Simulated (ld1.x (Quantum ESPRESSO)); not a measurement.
# Reading a pseudo-wave (lithium)

Columns: radius, all-electron u(r) and pseudo u(r) of the 2s shell (level -2.88 eV) of lithium in the configuration [He] 2s1 2p0; LDA (PZ), non-relativistic, RRKJ scheme, ld1.x (Quantum ESPRESSO) 7.5.

```json
{"r (bohr)": "0.210", "all-electron": "0.1796", "pseudo": "-0.0281"}
{"r (bohr)": "0.420", "all-electron": "0.1741", "pseudo": "-0.0579"}
{"r (bohr)": "0.630", "all-electron": "0.0986", "pseudo": "-0.0911"}
{"r (bohr)": "0.840", "all-electron": "0.0012", "pseudo": "-0.1293"}
{"r (bohr)": "1.050", "all-electron": "-0.0974", "pseudo": "-0.1737"}
{"r (bohr)": "1.260", "all-electron": "-0.1878", "pseudo": "-0.2244"}
{"r (bohr)": "1.470", "all-electron": "-0.2666", "pseudo": "-0.2797"}
{"r (bohr)": "1.680", "all-electron": "-0.3332", "pseudo": "-0.3358"}
{"r (bohr)": "1.890", "all-electron": "-0.3878", "pseudo": "-0.3876"}
{"r (bohr)": "2.100", "all-electron": "-0.4312", "pseudo": "-0.4310"}
{"r (bohr)": "2.310", "all-electron": "-0.4644", "pseudo": "-0.4643"}
{"r (bohr)": "2.520", "all-electron": "-0.4882", "pseudo": "-0.4882"}
{"r (bohr)": "2.730", "all-electron": "-0.5037", "pseudo": "-0.5037"}
{"r (bohr)": "2.940", "all-electron": "-0.5120", "pseudo": "-0.5120"}
{"r (bohr)": "3.150", "all-electron": "-0.5141", "pseudo": "-0.5141"}
{"r (bohr)": "3.360", "all-electron": "-0.5109", "pseudo": "-0.5109"}
{"r (bohr)": "3.570", "all-electron": "-0.5032", "pseudo": "-0.5032"}
{"r (bohr)": "3.780", "all-electron": "-0.4920", "pseudo": "-0.4920"}
{"r (bohr)": "3.990", "all-electron": "-0.4779", "pseudo": "-0.4779"}
{"r (bohr)": "4.200", "all-electron": "-0.4615", "pseudo": "-0.4615"}
{"r (bohr)": "4.410", "all-electron": "-0.4434", "pseudo": "-0.4434"}
{"r (bohr)": "4.620", "all-electron": "-0.4241", "pseudo": "-0.4241"}
{"r (bohr)": "4.830", "all-electron": "-0.4040", "pseudo": "-0.4040"}
{"r (bohr)": "5.040", "all-electron": "-0.3834", "pseudo": "-0.3834"}
{"r (bohr)": "5.250", "all-electron": "-0.3627", "pseudo": "-0.3627"}
{"r (bohr)": "5.460", "all-electron": "-0.3420", "pseudo": "-0.3420"}
```

Task: How many radial nodes do the two functions have?

Result: The all-electron 2s function has n − l − 1 = 1; the pseudo-wave has 0, since the states of the same l below it are removed with the core.

Task: Is the pseudo-wave norm-conserving?

Result: Yes: the RRKJ scheme keeps the norm inside the radius equal to the all-electron one, which fixes the energy derivative of the logarithmic derivative at the level.
